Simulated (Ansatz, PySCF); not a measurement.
Reaction (SMILES): OB(O)Cl [chloroboronic acid] -> O[B]Cl + [OH] (HO) (the B-O bond at the site shown breaks; other sites are not compared here)
Each molecule is optimised on its own at B3LYP-D3(BJ)/def2-TZVP (Ansatz, an electronic-structure program), one conformer each, not searched for the lowest. Frequencies are from Ansatz or PySCF.

Property: bond dissociation energy (0 K, with B3LYP-D3(BJ) harmonic zero-point energies), in kcal/mol. Correlated levels leave the core frozen unless marked. Open shells are spin-unrestricted. No spin-orbit coupling. Non-relativistic. CBS marks a two-point X^-3 extrapolation of the correlation energy; Hartree-Fock from the larger set. [CCSD(T)-MP2]/basis is that difference in the basis named.

| level | program | bond dissociation energy (kcal/mol) |
|---|---|---|
| HF/6-31G* | Ansatz | 107.1 |
| HF/cc-pV(D+d)Z | Ansatz | 106.1 |
| BLYP-D4/def2-TZVPD | Ansatz + dftd4 | 135.8 |
| r2SCAN/def2-TZVPD | Ansatz | 135.2 |
| r2SCAN-D3(BJ)/def2-TZVPD | Ansatz + dftd3 | 135.4 |
| B97M-V/def2-TZVPD | Ansatz | 140.0 |
| PBE0-D4/def2-TZVP | Ansatz + dftd4 | 138.3 |
| PBE0-D4/def2-TZVPD | Ansatz + dftd4 | 137.7 |
| BHLYP/def2-TZVPD | Ansatz | 133.5 |
| r2SCANh-D4/def2-TZVPD | Ansatz + dftd4 | 134.9 |
| HSE06-D4/def2-TZVPD | Ansatz + dftd4 | 137.8 |
| CAM-B3LYP/def2-TZVPD | Ansatz | 139.4 |
| LC-wPBE-D3(BJ)/def2-TZVPD | Ansatz + dftd3 | 139.2 |
| RPA@PBE/cc-pV(T+d)Z | Ansatz | 133.2 |
| MP2/cc-pwCVTZ | Ansatz | 148.2 |
| SCS-MP2/cc-pwCVTZ | Ansatz | 145.1 |
| CCSD(T)/6-31G | Ansatz | 123.1 |
| CCSD(T)/cc-pV(D+d)Z | Ansatz | 135.8 |
| CCSD(T)/cc-pV(T+d)Z | Ansatz | 141.1 |
| RI-MP2/CBS(cc-pV(T+d)Z,cc-pV(Q+d)Z)+[CCSD(T)-MP2]/cc-pV(D+d)Z | Ansatz | 144.0 |
| CCSD(T)/CBS(cc-pV(T+d)Z,cc-pV(Q+d)Z) | Ansatz | 143.3 |
